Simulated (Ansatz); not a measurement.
Several settings on one geometry of MnF3 (that of the charge 0 quintet, r2SCAN-D4/def2-TZVP). Ansatz on 2 threads of Intel Xeon 6975P-C on a shared host; times are rough.

```tsv
atom	x (Å)	y (Å)	z (Å)
Mn1	-0.195	0.003	-0.001
F2	1.527	-0.024	0.007
F3	-0.639	1.692	-0.014
F4	-0.693	-1.671	0.008
```

Totals from different functionals, basis sets or treatments of relativity can't be compared as stabilities.

Scalar relativity in a set contracted without it gives distorted totals.

The spins typed aren't always the lowest for that charge.

Task: Give the basis size and estimate the energy, ⟨S²⟩ and time of these runs.

| run | method | charge | state | further keys |
| --- | --- | --- | --- | --- |
| 1 | UKS PBE0-D3(BJ)/cc-pVTZ | 1 | doublet | pseudopotentials: {relativity: scalar} |
| 2 | UKS ωB97/cc-pVTZ | 0 | quintet | scf: {omitted_lower_state_checks: [starts]} |
| 3 | ROKS SVWN5/def2-mTZVPP | 0 | quintet | scf: {omitted_lower_state_checks: [starts]} |

Result: 
| run | functions | energy (Eh) | ⟨S²⟩ | wall time |
| --- | --- | --- | --- | --- |
| 1 | 158 | -1456.2965 | 1.77 | 31 s |
| 2 | 158 | -1450.7986 | 6.02 | 17 s |
| 3 | 105 | -1446.5552 | – | 0.75 s |

At UKS PBE0-D3(BJ)/cc-pVTZ the charge 1 doublet is spin-contaminated (final ⟨S²⟩ up to 1.77, 0.75 for a pure state).
